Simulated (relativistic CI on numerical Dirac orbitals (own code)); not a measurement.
**d1 to d9 in one octahedral field**

Computed with a parametric ligand-field model without spin-orbit coupling, by exact diagonalisation: B = 470, C = 1940, 10Dq = 37300 cm⁻¹ (Oh; |10Dq|/B = 79.4) for every shell. Energies in cm⁻¹; the field energy is (0.6 n_e − 0.4 n_t2) × 10Dq of the ground term; g labels are left out. So small a B with so large a field is typical of 4d and 5d ions, where spin-orbit coupling, left out here, reaches 1,000 to 4,000 cm⁻¹.

```csv
Shell,Ground term,Electrons in e,Field energy,First spin-allowed bands,Lowest term of other spin
d1,2T2,0.000,-14920,2E 37300,
d2,3T1,0.005,-29670,"3T2 36081, 3T1 41911",1T2 6819
d3,4A2,0.000,-44760,"4T2 37300, 4T1 42701",2E 9664
d4,3T1,0.007,-59404,"3E 35292, 3T1 35768",1T2 6076
d5,?,?,?,?,?
d6,1A1,0.011,-89092,"1T1 35744, 1T2 42741",3T1 31701
d7,2E,1.007,-66875,"2T1 35646, 2T2 36160",4T1 27783
d8,3A2,2.000,-44760,"3T2 37300, 3T1 42701",1E 7605
d9,2E,3.000,-22380,2T2 37300,
```

Problem. Fill in the row of d5.

Solution. Ground term: 2T2; Electrons in e: 0.015; Field energy: -74051; First spin-allowed bands: 2A2 34520, 2T1 34689; Lowest term of other spin: 4T1 27737. Low spin: d4, d5, d6, d7; the other shells keep the spin of the free ion. Only d4 to d7 can choose; the field needed to pair spins is smallest for d6 and largest for d5, which loses most exchange energy. In the strong-field picture 10Dq must exceed about 6B + 5C = 12520 (d4), 7.5B + 5C = 13225 (d5), 2.5B + 4C = 8935 (d6) and 4B + 4C = 9640 (d7); mixing of terms shifts these bounds somewhat.
